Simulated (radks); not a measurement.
Values are calculated unless marked as measured or tabulated.
Q: These are the eigenvalues of the occupied orbitals of an atom or ion with whole-number occupations (hartree). Code: a radial shooting solver on a logarithmic mesh with Libxc functionals. Model: scalar-relativistic Kohn-Sham, BLYP, spin-polarised, spherical densities, point nucleus.

| orbital | eigenvalue |
|---|---|
| 1s up | -279.1171 |
| 1s down | -279.1170 |
| 2s up | -33.05498 |
| 2s down | -32.99916 |
| 2p up | -28.31384 |
| 2p down | -28.27142 |
| 3s up | -3.80202 |
| 3s down | -3.68033 |
| 3p up | -2.45278 |
| 3p down | -2.33453 |
| 3d up | -0.34037 |
| 3d down | -0.23807 |
| 4s up | -0.20678 |
| 4s down | -0.18950 |

Which element is it, and in what charge state? The configuration may be excited. Open shells, if any, are filled with parallel spins first.

A: Z = 27, cobalt, charge 0: Co in [Ar] 3d7 4s2. The list shows which subshells hold electrons but not how many an open one holds; the 1s level, -279.12 hartree, gives Z - s = 23.6 by -(Z - s)^2/2, which with screening and relativity narrows Z to a few neighbours, and the depths of the outer levels then fix element, charge and occupations together.
